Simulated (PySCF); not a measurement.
Job file and geometry (Å, from GFN2-xTB) of an NMR shielding run on SMILES [SiH3][C@@H]1CSCCC[SiH2]1, C5H14SSi2, GIAO PBE0/pcSseg-1 NMR shielding, non-relativistic, gas phase (PySCF); density fitting, a coarse starting grid and PySCF grid level 2 are the driver's defaults:

```
$ OMP_NUM_THREADS=1 python probes_run.py task.json out

{"job": {"kind": "nmr", "xc": "PBE0", "basis": "pcSseg-1"}, "charge": 0, "multiplicity": 1}
Si    -2.810824     0.781180     0.196438
C     -1.445452    -0.253876    -0.635770
C     -0.945583    -1.321949     0.319433
S      0.621920    -2.089239    -0.232701
C      1.847717    -1.216578     0.798403
C      2.375909     0.070998     0.187396
C      1.307065     1.145699     0.012121
Si     0.015730     0.761756    -1.336546
H     -3.368818     1.724476    -0.768706
H     -3.862045    -0.112504     0.692575
H     -2.245698     1.502765     1.341461
H     -1.895616    -0.759195    -1.495436
H     -0.749720    -0.918149     1.312357
H     -1.658794    -2.141604     0.418010
H      1.384803    -1.034273     1.769297
H      2.660012    -1.932828     0.926475
H      3.169657     0.443938     0.844283
H      2.827553    -0.154689    -0.780925
H      0.819304     1.328187     0.972025
H      1.808163     2.075045    -0.260088
H     -0.529741     2.039129    -1.819857
H      0.664048     0.081098    -2.461094
```

Problem. What does the program print?

Solution. 
```
coarse grid: 18984 points
cycle   1  E = -1175.3464502735  dE =  6.230e-01  |g| = 4.135e-01  |ddm| = 4.238e+00
cycle   2  E = -1175.3334708131  dE =  1.298e-02  |g| = 4.738e-01  |ddm| = 8.668e-01
cycle   3  E = -1175.3915059463  dE = -5.804e-02  |g| = 6.185e-02  |ddm| = 5.158e-01
cycle   4  E = -1175.3923898698  dE = -8.839e-04  |g| = 2.457e-02  |ddm| = 1.224e-01
cycle   5  E = -1175.3925379522  dE = -1.481e-04  |g| = 7.281e-03  |ddm| = 3.879e-02
cycle   6  E = -1175.3925504910  dE = -1.254e-05  |g| = 1.841e-03  |ddm| = 8.972e-03
cycle   7  E = -1175.3925513634  dE = -8.724e-07  |g| = 4.547e-04  |ddm| = 2.845e-03
final grid: 166848 points
cycle   8  E = -1175.4428172873  dE = -4.501e-05  |g| = 9.361e-03  |ddm| = 3.673e-02
cycle   9  E = -1175.4427979448  dE =  1.934e-05  |g| = 1.274e-02  |ddm| = 2.085e-02
cycle  10  E = -1175.4428394200  dE = -4.148e-05  |g| = 8.466e-04  |ddm| = 1.322e-02
cycle  11  E = -1175.4428395992  dE = -1.791e-07  |g| = 2.338e-04  |ddm| = 1.533e-03
cycle  12  E = -1175.4428396117  dE = -1.251e-08  |g| = 9.775e-05  |ddm| = 3.461e-04
cycle  13  E = -1175.4428396142  dE = -2.552e-09  |g| = 1.949e-05  |ddm| = 1.313e-04
cycle  14  E = -1175.4428396143  dE = -9.413e-11  |g| = 4.622e-06  |ddm| = 2.610e-05
converged SCF energy = -1175.4428396143

GIAO shielding tensors (ppm)
atom      isotropic    diamagn.    paramagn.     s11        s22        s33       span
  0 Si     420.270     879.460    -459.190    393.284    396.501    471.026     77.741
  1 C      176.565     256.174     -79.609    154.574    176.168    198.953     44.379
  2 C      141.530     250.018    -108.487    117.186    136.855    170.550     53.364
  3 S      488.520    1056.883    -568.363    384.513    421.253    659.794    275.281
  4 C      136.759     249.232    -112.473    122.556    131.711    156.008     33.453
  5 C      153.283     246.022     -92.739    149.134    151.580    159.134     10.001
  6 C      175.562     251.968     -76.407    163.258    173.440    189.987     26.729
  7 Si     385.868     879.150    -493.282    337.658    378.367    441.579    103.921
  8 H       27.729      28.631      -0.902     23.810     25.453     33.924     10.115
  9 H       27.922      28.598      -0.676     24.139     25.767     33.859      9.720
 10 H       28.046      29.000      -0.954     24.163     27.537     32.438      8.275
 11 H       30.673      31.913      -1.241     26.978     28.307     36.733      9.754
 12 H       29.888      32.714      -2.826     25.307     30.786     33.572      8.265
 13 H       28.145      31.239      -3.093     21.139     28.820     34.477     13.338
 14 H       29.644      30.752      -1.107     24.918     28.625     35.390     10.472
 15 H       28.439      29.361      -0.922     21.825     27.563     35.930     14.106
 16 H       29.450      28.760       0.690     23.558     27.737     37.054     13.497
 17 H       30.110      29.990       0.120     26.276     27.845     36.208      9.932
 18 H       31.265      32.562      -1.297     27.840     29.620     36.335      8.495
 19 H       30.631      30.268       0.363     24.575     28.611     38.706     14.131
 20 H       27.491      30.073      -2.582     23.440     25.963     33.070      9.629
 21 H       26.746      29.339      -2.593     23.518     24.890     31.828      8.310
```

Problem. Turn these shieldings into chemical shifts. Scale: TMS for 29Si (349.16 ppm) and 13C (186.93 ppm) and 1H (31.72 ppm); CS2 for 33S (503.73 ppm) (reference shieldings calculated alike).

Solution. Averaging equivalent atoms: Si 7: -36.7; Si 0: -71.1; C 4: 50.2; C 2: 45.4; C 5: 33.6; C 6: 11.4; C 1: 10.4; S 3: 15; H 21: 4.97; H 20: 4.23; H 8/9/10: 3.82; H 13: 3.57; H 15: 3.28; H 16: 2.27; H 14: 2.07; H 12: 1.83; H 17: 1.61; H 19: 1.09; H 11: 1.04; H 18: 0.45 ppm. 

Size and cost of the density-fitted run: 227 basis functions, 61 s wall time on 1 thread of an Arm Neoverse V1, shared host; peak memory 1 GiB.
